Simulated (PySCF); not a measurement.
RuO⁺ at r²SCAN0

Level: r²SCAN0. Ru def2-TZVPPD with ECP28, O def2-TZVPPD; scalar-relativistic core potentials (PySCF 2.14).

For RuO⁺, the state is ⁴Δ (quartet), unpaired electrons π ↑↑, δ ↑ and the bond length is 1.646 Å. The harmonic wavenumber is 1053 cm⁻¹, the force constant is 9.03 mdyn/Å and the rotational constant Be is 0.4503 cm⁻¹. The anharmonicity ωexe is 4.29 cm⁻¹, the vibration–rotation constant αe is 0.00234 cm⁻¹ and the well depth De to Ru⁺ (4d7) + O is 3.20 eV. The dissociation energy D0 is 3.14 eV, the bond order (Mayer) is 1.94 and the dipole moment (positive dipole points towards O; it is taken about the centre of mass and depends on that origin) is -3.56 D.

The metal atom is held in its measured ground configuration; semilocal functionals can put another filling of s and d lower by some tenths of an eV, and De to that atom would be smaller. Spin–orbit coupling is left out, which matters for elements this heavy, above all for dissociation energies. For an ion De counts to the pair picked by the measured ionisation energies or electron affinities, which need not be the lowest pair at this level. With d or f electrons several states lie close, and the lowest PBE0 determinant need not be the measured ground state.
